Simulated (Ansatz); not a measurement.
`[NH2][Al]([O][SiH3])[O][SiH3]` + H₂O → `[OH][Al]([O][SiH3])[O][SiH3]` + NH₃  (formal hydrolysis of the Al–N bond)

Gas-phase electronic energies from Ansatz, PBE0-D4/def2-TZVP geometries. CCSD(T)/CBS is the MP2 limit (def2-TZVPP, def2-QZVPP) plus CCSD(T) − MP2 in def2-TZVPP, frozen cores. This one scheme is used for every species. Functionals use def2-TZVPP. HSE06 is defined as in plane-wave codes. One conformer a species, not always the lowest.

| level | ΔE (kcal/mol) |
| --- | --- |
| PBE | -10.0 |
| revPBE | -10.3 |
| HSE06 | -9.9 |
| CAM-B3LYP | -10.9 |
| HF/def2-QZVPP | -11.4 |
| SCS-MP2/def2-QZVPP | -10.4 |
| MP2/CBS(def2) | -9.8 |
| CCSD/CBS(def2) | -9.9 |

(1) What does CCSD(T)/CBS give? (Best estimate.)

Largest T1 diagnostic among the species: 0.012.

Results:

(1) Ansatz gave: -9.7 kcal/mol. The listed levels differ from it by -0.3, -0.6, -0.2, -1.2, -1.7, -0.7, -0.1, -0.2 kcal/mol.

The D4 term adds +0.8 kcal/mol with B3LYP and +0.5 kcal/mol with PBE0; it sums over pairs of atoms, weighted by their polarisabilities, and B3LYP, whose exchange is more repulsive, gets the larger term. At CCSD(T), def2-SVP lies −1.3 kcal/mol from the extrapolated value and def2-TZVPP −0.6 kcal/mol. Leaving LDA and LC-ωPBE aside and taking each functional with its dispersion term where it has one, the values, not all of them listed here, spread over 1.6 kcal/mol, from B2PLYP to revPBE-D4. LDA lies +0.9 kcal/mol from PBE without D4.

B3LYP here is the variant with VWN-RPA as its local correlation; programs differ in this.

CCSD(T)/CBS has its own doubt, a few kJ/mol and more with outer-core shells, so smaller differences from it don't rank the levels.
